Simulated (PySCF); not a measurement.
Mapped SMILES: `[CH:1]#[C:2]/[C:3]([CH3:4])=[CH:5]/[B:6]([OH:7])[OH:8]`. Hydrogens are named by the atom that carries them.

PySCF 2.14 calculation with J: B3LYP/pcJ-1 (spin–dipole term only in couplings to heteroatoms), NMR shieldings at PBE0/pcSseg-1/GIAO and PBE0-D3(BJ)/def2-SVP geometry; relativity neglected, one conformer, rapidly exchanging positions averaged, gas phase.

Predict the 2D correlation tables (HSQC, COSY, HMBC).

Answers



HSQC (one-bond C–H):
```csv
δH,δC,"$^{1}J$(C,H) (Hz)"
5.69 (H(C5)),135.9 (C5),143
3.24 (H(C1)),89.2 (C1),275
2.38 (H(C4)),23.6 (C4),137
```

HMBC (two and three bonds, |J| ≥ 2.5 Hz):
```csv
δH,δC [abs. J in Hz]
5.69 (H(C5)),"152.7 (C3) [6.5], 90.2 (C2) [11.6], 23.6 (C4) [10.5]"
3.24 (H(C1)),"152.7 (C3) [4.7], 90.2 (C2) [50.6]"
2.38 (H(C4)),"152.7 (C3) [6.7], 135.9 (C5) [5.8], 90.2 (C2) [6.4]"
```

No COSY cross peaks are expected.

δ = σ(ref) − σ, references computed at the same level: $^{1}$H, $^{13}$C vs TMS.

The OH or NH signal is concentration- and solvent-dependent in practice; the value given is the gas-phase one. A carbon bonded to boron is broadened by the quadrupolar boron nucleus and is often missing from a measured spectrum. Shifts are as computed. Against solution values, carbons near 30 ppm lie about +2 ppm off and those near 130 ppm about +5 ppm. Of 1211 compounds with measured shifts, 218 miss one by over three times the rms of a fit or turn the order of signals round; such compounds aren't used in these exercises.
